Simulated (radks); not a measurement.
Sb, configuration [Kr] 4d9 5s1 5p5 (not the ground configuration).

Calculated with a radial shooting solver on a logarithmic mesh with Libxc functionals: scalar-relativistic Kohn-Sham, r2SCAN, spin-polarised, spherical densities, finite nucleus; open shells are filled with parallel spins first (spin-orbit coupling, left out, can overturn this in heavy ions); meta-GGA in the generalised Kohn-Sham scheme; Fermi nuclear charge, rms radius 4.6802 fm.

Energy parts (hartree):
| part | energy |
|---|---|
| total | -6480.69022 |
| kinetic | 6778.16293 |
| electron-nucleus | -15658.34349 |
| Hartree | 2569.71408 |
| exchange-correlation | -170.22375 |

Orbitals (lengths in bohr, moments of r in powers of bohr; <r^-3> diverges for s and p1/2):
orbital  occ.  eigenvalue (hartree)      <r>  <r^-3>     <r^2>
1s up       1             -1116.065  0.02843       -  0.001094
1s down     1             -1116.061  0.02843       -  0.001094
2s up       1             -170.7483   0.1226       -   0.01772
2s down     1             -170.7313   0.1226       -   0.01772
2p up       3             -153.2148   0.1071    5037   0.01402
2p down     3             -153.2005   0.1071    5037   0.01401
3s up       1             -34.00264   0.3298       -    0.1243
3s down     1             -33.99632   0.3298       -    0.1243
3p up       3             -28.24861   0.3282   947.2    0.1250
3p down     3             -28.23990   0.3282   946.8    0.1250
3d up       5             -19.48832   0.3053   129.8    0.1105
3d down     5             -19.47310   0.3053   129.8    0.1105
4s up       1              -5.95357   0.7883       -    0.7017
4s down     1              -5.89720   0.7884       -    0.7016
4p up       3              -4.17183   0.8464   175.6    0.8164
4p down     3              -4.11551   0.8460   175.5    0.8149
4d up       5              -1.56030    1.005   17.72     1.187
4d down     4              -1.50023   0.9998   17.83     1.173
5s up       1              -0.62527    2.110       -     5.041
5s down     0              -0.52803    2.176       -     5.403
5p up       3              -0.27479    2.586   16.55     7.666
5p down     2              -0.20647    2.783   13.71     8.977

The highest occupied level is 5p down at -5.618 eV. The configuration is held as typed, so some empty levels lie below it. Summed over all electrons, <r^2> = 65.14 bohr^2, which gives a Langevin (diamagnetic) susceptibility term of -51.6 x 10^-6 cm^3/mol. The density falls to 0.001 e/bohr^3 at r = 4.71 bohr. The electron density at the nucleus is 2.15e+05 e/bohr^3 (large components only). Spin moment in Bohr magnetons: 3. The spin density at the nucleus is 56.25 e/bohr^3 (1s 0.15, 2s -0.81, 3s 0.98, 4s 0.30, 5s 55.62).
